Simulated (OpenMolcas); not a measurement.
# What dynamic correlation does to the levels of Ne2+

- Program: OpenMolcas
- Basis: ANO-RCC-VQZP [5s4p3d2f1g]
- Scalar Hamiltonian: DKH2, point nucleus
- Active space: 4 electrons in 3 orbitals (2p)
- State averaging: 2S+1 = 3 even, 3 roots; 2S+1 = 1 even, 6 roots
- Spin-orbit coupling: state interaction with AMFI integrals over the reference wave functions, term energies averaged over their components

Methods on the same reference wave functions:
A. CASSCF
B. SS-CASPT2, IPEA 0.25 Eh, imaginary shift 0.1 Eh (closed shells correlated: 1s 2s)

Energies in cm-1 above 2s2 2p4 3P2, the measured ground level; measured values from Moore, Atomic Energy Levels, vol. I, NSRDS-NBS 35 (1971 reprint of NBS Circular 467, 1949).

```json
{"Level": "2s2 2p4 3P2", "A": "0.0", "B": "0.0", "Measured": "0.0"}
{"Level": "2s2 2p4 3P1", "A": "603", "B": "604", "Measured": "650"}
{"Level": "2s2 2p4 3P0", "A": "891", "B": "890", "Measured": "927"}
{"Level": "2s2 2p4 1D2", "A": "27832", "B": "25840", "Measured": "25841"}
{"Level": "2s2 2p4 1S0", "A": "68886", "B": "57990", "Measured": "55747"}
```

Deviations, from unrounded energies. A percentage is the sum of absolute deviations over the sum of measured energies, with the sign that they share, or ± where signs differ.

| Against measurement | Levels | A | B |
| --- | --- | --- | --- |
| mean absolute deviation (cm-1) | 4 | 3800 | 580 |
| fine structure of the ground term (%) | 2 | -5.2 | -5.3 |
| other terms of the ground configuration (%) | 2 | +18.5 | ±2.7 |

B lies closest to measurement on these levels. The largest miss of B in the table is 2s2 2p4 1S0, by +2200 cm-1. The ranking rests on the paired levels alone, and a cruder setting can come out closer through cancelling errors.

From A to B the spin-free energies of the other terms of 2s2 2p4 shown, above 3P, scale by factors of 0.84 to 0.93.

The lowest spin-free term lies below A's lowest term by 0.196 hartree in B.

Term energies are means over components that CASPT2 splits; among the terms shown or strongly mixed into the levels shown the widest spread is 69 cm-1 (2s2 2p4 1D, B). With the s shell closed, the reference lacks s² → p² mixing. Measured partners are found by configuration, term and J. A level has none where our copy of the source lacks it or the pairing is in doubt (some pairs that miss far off the trend of their configuration count as doubtful), and it then counts in no deviation. Levels of configurations outside the active space are missing.
